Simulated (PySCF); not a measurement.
PySCF input (MN15/def2-TZVPD):

```python
from pyscf import gto, scf, dft

mol = gto.M(
    atom='''
    B     1.23064426    0.07062978   -0.26220421
    O     0.06860450   -0.29693456    0.33940966
    C    -1.15244660    0.15858542   -0.01888637
    H     2.22679952   -0.41658462    0.16611487
    H     1.20448738    0.84657476   -1.17142803
    H    -1.98421933   -0.22164513    0.54956749
    H    -1.23444531    0.86247006   -0.83519233
    ''',
    basis='def2-tzvpd',
    charge=0,
    spin=1,
    verbose=4,
)

mf = dft.UKS(mol, xc='mn15').density_fit(auxbasis='def2-universal-jkfit')
mf.grids.level = 4
mf.conv_tol = 1e-9
mf.max_cycle = 100
mf.max_memory = 1500
mf.kernel()
if not mf.converged:
    mf = mf.newton()
    mf.kernel(mf.make_rdm1())
for _ in range(2):
    mo, _, stable, _ = mf.stability(return_status=True)
    if stable:
        break
    mf.kernel(mf.make_rdm1(mo, mf.mo_occ))
mf.analyze()
```

Output:

```
PySCF version 2.14.0

[INPUT] verbose = 4
[INPUT] num. atoms = 7
[INPUT] num. electrons = 23
[INPUT] charge = 0
[INPUT] spin (= nelec alpha-beta = 2S) = 1
[INPUT] symmetry False subgroup None
[INPUT] Mole.unit = angstrom
[INPUT] Symbol           X                Y                Z      unit          X                Y                Z       unit  Magmom
[INPUT]  1 B      1.230644260000   0.070629780000  -0.262204210000 AA    2.325580608168   0.133470940438  -0.495494145608 Bohr   0.0
[INPUT]  2 O      0.068604500000  -0.296934560000   0.339409660000 AA    0.129643715913  -0.561124995318   0.641391301432 Bohr   0.0
[INPUT]  3 C     -1.152446600000   0.158585420000  -0.018886370000 AA   -2.177808447186   0.299683011149  -0.035690066787 Bohr   0.0
[INPUT]  4 H      2.226799520000  -0.416584620000   0.166114870000 AA    4.208041227113  -0.787230839506   0.313911609518 Bohr   0.0
[INPUT]  5 H      1.204487380000   0.846574760000  -1.171428030000 AA    2.276151268695   1.599794440369  -2.213678151339 Bohr   0.0
[INPUT]  6 H     -1.984219330000  -0.221645130000   0.549567490000 AA   -3.749631104768  -0.418848592544   1.038532043065 Bohr   0.0
[INPUT]  7 H     -1.234445310000   0.862470060000  -0.835192330000 AA   -2.332763551654   1.629832204037  -1.578284765037 Bohr   0.0

nuclear repulsion = 64.2801818845887
number of shells = 60
number of NR pGTOs = 203
number of NR cGTOs = 150
basis = def2-tzvpd
ecp = {}

******** <class 'pyscf.df.df_jk.DFUKS'> ********
method = DFUKS
initial guess = minao
damping factor = 0
level_shift factor = 0
DIIS = <class 'pyscf.scf.diis.CDIIS'>
diis_start_cycle = 1
diis_space = 8
diis_damp = 0
SCF conv_tol = 1e-09
SCF conv_tol_grad = None
SCF max_cycles = 100
direct_scf = False
number electrons alpha = 12  beta = 11
XC library pyscf.dft.libxc version 7.1.2
    S. Lehtola, C. Steigemann, M. J. T. Oliveira, and M. A. L. Marques,  SoftwareX 7, 1–5 (2018)
XC functionals = mn15
    H. S. Yu, X. He, S. L. Li, and D. G. Truhlar,  Chem. Sci. 7, 5032–5051 (2016)
    H. S. Yu, X. He, S. L. Li, and D. G. Truhlar,  Chem. Sci. 7, 5032–5051 (2016)
radial grids:
    Treutler-Ahlrichs [JCP 102, 346 (1995); DOI:10.1063/1.469408] (M4) radial grids

becke partition: Becke, JCP 88, 2547 (1988); DOI:10.1063/1.454033
pruning grids: <function nwchem_prune>
grids dens level: 4
symmetrized grids: False
atomic radii adjust function: <function treutler_atomic_radii_adjust>
small_rho_cutoff = 0
Set gradient conv threshold to 3.16228e-05
tot grids = 147808
******** <class 'pyscf.df.df.DF'> ********
auxbasis = def2-universal-jkfit
init E= -140.612786428982
  alpha nocc = 12  HOMO = -0.148825261734167  LUMO = -0.060306940562608
  beta  nocc = 11  HOMO = -0.361329798078042  LUMO = -0.148825261734174
[...]
  beta  nocc = 11  HOMO = -0.357330495456445  LUMO = -0.0385695459915745
  HOMO = -0.239695845232  LUMO = -0.0385695459916  gap/eV = 5.47293
Extra cycle  E= -140.439833241325  delta_E= -1.81e-11  |g|= 2.91e-06  |ddm|= 1.85e-05
converged SCF energy = -140.439833241325  <S^2> = 0.75600809  2S+1 = 2.0059991
uhf_internal: lowest eigs of H = [0.2551097  0.3779612  0.40209467]
<class 'pyscf.df.df_jk.DFUKS'> wavefunction is stable in the internal stability analysis
**** SCF Summaries ****
Total Energy =                        -140.439833241325232
Nuclear Repulsion Energy =              64.280181884588686
One-electron Energy =                 -316.916322561497111
Two-electron Energy =                  112.196307435583194
Two-electron Coulomb Energy =          131.570706608576359
DFT Exchange-Correlation Energy =      -19.374399172993169
HOMO-LUMO gap [eV] =                     5.472925367409872
**** MO energy ****
                             alpha | beta                alpha | beta
MO #1   energy= -18.8741322197032  | -18.8736035534505  occ= 1 | 1
MO #2   energy= -10.1126702648736  | -10.1054534004549  occ= 1 | 1
MO #3   energy= -6.72057404019951  | -6.71967120039556  occ= 1 | 1
MO #4   energy= -1.12117575166685  | -1.11482279051823  occ= 1 | 1
MO #5   energy= -0.747953849146761 | -0.719335174348558 occ= 1 | 1
MO #6   energy= -0.605174265641363 | -0.591570664250689 occ= 1 | 1
MO #7   energy= -0.548273274512798 | -0.537789680221692 occ= 1 | 1
MO #8   energy= -0.489075770459704 | -0.476860279332565 occ= 1 | 1
MO #9   energy= -0.481658360773849 | -0.465250495631404 occ= 1 | 1
MO #10  energy= -0.423710632133595 | -0.417883653227573 occ= 1 | 1
MO #11  energy= -0.358045121770534 | -0.357330495456445 occ= 1 | 1
MO #12  energy= -0.23969584523217  | -0.0385695459915745 occ= 1 | 0
MO #13  energy= -0.00902448744280093 | 0.015540220578071  occ= 0 | 0
MO #14  energy= 0.048864415068504  | 0.0524838365839919 occ= 0 | 0
MO #15  energy= 0.0724677961789332 | 0.0781175600035622 occ= 0 | 0
MO #16  energy= 0.0869784722837865 | 0.0887615385855781 occ= 0 | 0
MO #17  energy= 0.106389770338846  | 0.108220896972937  occ= 0 | 0
MO #18  energy= 0.120439939877716  | 0.12690376948698   occ= 0 | 0
MO #19  energy= 0.121625351272394  | 0.128815755371227  occ= 0 | 0
MO #20  energy= 0.127269989751895  | 0.132960333864425  occ= 0 | 0
MO #21  energy= 0.154413631628453  | 0.163530408980154  occ= 0 | 0
MO #22  energy= 0.16413090186268   | 0.166844466478942  occ= 0 | 0
MO #23  energy= 0.174704569333464  | 0.174604135312149  occ= 0 | 0
MO #24  energy= 0.18551943277977   | 0.197146129706818  occ= 0 | 0
MO #25  energy= 0.189016526394237  | 0.197300109913826  occ= 0 | 0
MO #26  energy= 0.20500635498002   | 0.211697140142586  occ= 0 | 0
MO #27  energy= 0.231745976728714  | 0.24209394977749   occ= 0 | 0
MO #28  energy= 0.239637399931825  | 0.245446318028231  occ= 0 | 0
MO #29  energy= 0.253813628586646  | 0.261890954407968  occ= 0 | 0
MO #30  energy= 0.25979030876498   | 0.266368138581185  occ= 0 | 0
MO #31  energy= 0.265964384138114  | 0.272496563228812  occ= 0 | 0
MO #32  energy= 0.276489398261593  | 0.278715515603566  occ= 0 | 0
MO #33  energy= 0.287678008155912  | 0.290951115482401  occ= 0 | 0
MO #34  energy= 0.300923318432094  | 0.305612522267625  occ= 0 | 0
MO #35  energy= 0.320738966584033  | 0.322084567009754  occ= 0 | 0
MO #36  energy= 0.32461419982893   | 0.325081854333917  occ= 0 | 0
MO #37  energy= 0.331136777821524  | 0.331832760875055  occ= 0 | 0
MO #38  energy= 0.342733558398727  | 0.350661628530522  occ= 0 | 0
MO #39  energy= 0.358079657666128  | 0.358999984315824  occ= 0 | 0
MO #40  energy= 0.358524557756416  | 0.361866597682035  occ= 0 | 0
MO #41  energy= 0.36765385297605   | 0.36552826215994   occ= 0 | 0
MO #42  energy= 0.37489280148373   | 0.388879421910451  occ= 0 | 0
MO #43  energy= 0.387892876426848  | 0.391373949900119  occ= 0 | 0
MO #44  energy= 0.393529499300355  | 0.403391150375566  occ= 0 | 0
MO #45  energy= 0.407741727335542  | 0.411800212041804  occ= 0 | 0
MO #46  energy= 0.414020876671973  | 0.415788305575846  occ= 0 | 0
MO #47  energy= 0.440970157468655  | 0.465509244018374  occ= 0 | 0
MO #48  energy= 0.459284850415725  | 0.483382818864673  occ= 0 | 0
MO #49  energy= 0.488536590115639  | 0.489464750160246  occ= 0 | 0
MO #50  energy= 0.500433926839306  | 0.503553098640996  occ= 0 | 0
MO #51  energy= 0.50947945161062   | 0.509320265054773  occ= 0 | 0
MO #52  energy= 0.525401892365727  | 0.527638096507074  occ= 0 | 0
MO #53  energy= 0.537124908657245  | 0.538852131748699  occ= 0 | 0
MO #54  energy= 0.553614816012669  | 0.563816418010515  occ= 0 | 0
MO #55  energy= 0.572073478187965  | 0.574874650699183  occ= 0 | 0
MO #56  energy= 0.611786896044922  | 0.612419342195999  occ= 0 | 0
MO #57  energy= 0.646307691413218  | 0.648146281297947  occ= 0 | 0
MO #58  energy= 0.653131182910816  | 0.657347199857452  occ= 0 | 0
MO #59  energy= 0.65431116426626   | 0.659036302701241  occ= 0 | 0
MO #60  energy= 0.687201211892351  | 0.682581725401093  occ= 0 | 0
MO #61  energy= 0.711331061450892  | 0.719347994744047  occ= 0 | 0
MO #62  energy= 0.719869414454155  | 0.722598375054054  occ= 0 | 0
MO #63  energy= 0.761520627966815  | 0.753446028059248  occ= 0 | 0
MO #64  energy= 0.768817685373358  | 0.774135655967704  occ= 0 | 0
MO #65  energy= 0.782064593873578  | 0.782586713070672  occ= 0 | 0
MO #66  energy= 0.794868247948752  | 0.789356129177817  occ= 0 | 0
MO #67  energy= 0.8122042432986    | 0.825725660140129  occ= 0 | 0
MO #68  energy= 0.865475084516056  | 0.869769267513472  occ= 0 | 0
MO #69  energy= 0.909717313167217  | 0.936675545983643  occ= 0 | 0
MO #70  energy= 0.942829654646598  | 0.950246943093528  occ= 0 | 0
MO #71  energy= 0.984927049825941  | 0.986436982053736  occ= 0 | 0
MO #72  energy= 1.02663079158739   | 1.02618697935534   occ= 0 | 0
MO #73  energy= 1.0351173950138    | 1.05886252286042   occ= 0 | 0
MO #74  energy= 1.05200551619634   | 1.07519300651762   occ= 0 | 0
MO #75  energy= 1.08530983324579   | 1.09193008396565   occ= 0 | 0
MO #76  energy= 1.16667983448693   | 1.1806151708001    occ= 0 | 0
MO #77  energy= 1.17347910569721   | 1.18159975196576   occ= 0 | 0
MO #78  energy= 1.18107656056361   | 1.18667980802855   occ= 0 | 0
MO #79  energy= 1.22379445373855   | 1.24157343968906   occ= 0 | 0
MO #80  energy= 1.27294779049806   | 1.27852449074663   occ= 0 | 0
MO #81  energy= 1.35003060539172   | 1.36029028815904   occ= 0 | 0
MO #82  energy= 1.42512777060641   | 1.4318909407326    occ= 0 | 0
MO #83  energy= 1.50010164404885   | 1.53959065830454   occ= 0 | 0
MO #84  energy= 1.55601553997219   | 1.56236852719386   occ= 0 | 0
MO #85  energy= 1.58220357043483   | 1.61858739226593   occ= 0 | 0
MO #86  energy= 1.61523608657248   | 1.62788674960667   occ= 0 | 0
MO #87  energy= 1.6502239242106    | 1.67343590148702   occ= 0 | 0
MO #88  energy= 1.754870250937     | 1.77062851430205   occ= 0 | 0
MO #89  energy= 1.83341720049682   | 1.83149067808064   occ= 0 | 0
MO #90  energy= 1.83449097527133   | 1.83963103328444   occ= 0 | 0
MO #91  energy= 1.84844999881233   | 1.84396346985196   occ= 0 | 0
MO #92  energy= 1.86800962019379   | 1.86491018660453   occ= 0 | 0
MO #93  energy= 1.87592350092223   | 1.91110624810686   occ= 0 | 0
MO #94  energy= 1.90979258061578   | 1.92090194720993   occ= 0 | 0
MO #95  energy= 1.95835600514628   | 1.97195947023296   occ= 0 | 0
MO #96  energy= 1.97402722463192   | 1.98795678028146   occ= 0 | 0
MO #97  energy= 1.99475985233589   | 1.99228818612837   occ= 0 | 0
MO #98  energy= 2.03199454243851   | 2.05181624984806   occ= 0 | 0
MO #99  energy= 2.08075142163969   | 2.06582712135843   occ= 0 | 0
MO #100 energy= 2.09111008702632   | 2.09189807000875   occ= 0 | 0
MO #101 energy= 2.10882362695132   | 2.10536999638668   occ= 0 | 0
MO #102 energy= 2.17710968293937   | 2.1698201624446    occ= 0 | 0
MO #103 energy= 2.27385494967158   | 2.26880547219535   occ= 0 | 0
MO #104 energy= 2.32504448705484   | 2.33171057213745   occ= 0 | 0
[...]
```

It need not be the lowest isomer of its formula.
